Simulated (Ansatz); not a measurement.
[LnF6]3-: r2SCAN-D4/def2-TZVP single points in Ansatz on relaxed structures, gas phase. Core potentials for Ce, Sm, Yb, no spin–orbit coupling. HOMO and LUMO are taken over both spins. With an open 4f shell the SCF may have ended above the lowest state. Levels of anions in sets without diffuse functions are rough. A dash marks a value that wasn't run or was left out as unsound. The structures are stationary points that may keep the symmetry of their start. Remarks come from the PBE and PBE0 runs and from stability tests at other levels; not every state was tested. A HOMO above zero means that the electron is unbound at that level and held by the basis, or that self-interaction error raises the level; the energy of removing that electron tells which. HOMO above LUMO (over both spins in singlets and doublets, within one spin in higher multiplets; at PBE or PBE0), or a gap under 0.15 eV within one spin, warns that the state may not be the lowest or that an electron is smeared out.

**Question.** Estimate the order by gap (eV), lowest first.
A. [SmF6]3- (SmF6³⁻) (sextet)
B. [YbF6]3- (YbF6³⁻) (doublet)

**Answer.** B (1.64), A (1.73).

In full:

```tsv
species	atoms	state	geometry	HOMO (eV)	LUMO (eV)	gap (eV)	point group (within 0.1 Å)	remarks
[CeF6]3- (CeF6³⁻)	7	doublet	r2SCAN-D4/def2-SVP	8.56	8.56	–	Oh	near-degenerate levels, HOMO above zero at PBE or PBE0, gap within one spin near zero
[SmF6]3- (SmF6³⁻)	7	sextet	PBE0-D4/def2-SVP	8.32	10.06	1.73	–	HOMO above zero at PBE or PBE0
[YbF6]3- (YbF6³⁻)	7	doublet	B3LYP-D4/def2-SVP	8.09	9.73	1.64	–	HOMO above zero at PBE or PBE0
```
